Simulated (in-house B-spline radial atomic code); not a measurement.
The molybdenum ion Mo²⁺ is squeezed into an impenetrable sphere of radius R (the orbitals vanish at R). Level of theory: non-relativistic PBE, spin-polarised, spherical fractional occupations, point nucleus; calculated with a radial B-spline atomic code at the basis-set limit.

Energies in eV above the free ion in [Kr] 4d4:

| R (bohr) | highest level (eV) | [Kr] 4d4 | [Ar] 3d9 4s2 4p6 4d4 4f1 | [Ar] 3d10 4s2 4p5 4d5 | -dE/dV in [Kr] 4d4 (GPa) |
| --- | --- | --- | --- | --- | --- |
| 9.88 | -22.2 | 0 | 251.1 | 31.3 | 1.41e-05 |
| 5.64 | -22.1 | 0.07208 | 253.9 | 31.36 | 0.397 |
| 4.61 | -21.6 | 0.5649 | 257 | 31.84 | 4.5 |
| 3.96 | -20.6 | 2.032 | 261.1 | 33.37 | 22.1 |
| 3.73 | -19.8 | 3.215 | 263.5 | 34.63 | 40 |
| 3.08 | -15.6 | 12.47 | 277.2 | 44.58 | 247 |
| 2.6 | -7.56 | 37.51 | 306.8 | 71.24 | 1150 |
| 2.12 | 12.9 | 127 | 402.9 | 164.7 | 6500 |
| 1.63 | 73.5 | 506.4 | 798 | 552.6 | 49000 |
| 1.48 | 112 | 800.5 | 1103 | 850.2 | 98100 |

**Question.** Does [Ar] 3d9 4s2 4p6 4d4 4f1 fall below [Kr] 4d4 under compression?

**Answer.** No, it stays above over the whole range.

**Question.** Does [Ar] 3d10 4s2 4p5 4d5 fall below [Kr] 4d4 under compression?

**Answer.** No, it stays above over the whole range.

The highest level is first positive in the row R = 2.12 bohr, pushed up by confinement above the zero of the free ion's potential. Each configuration is held fixed and needn't be the lowest in the sphere.
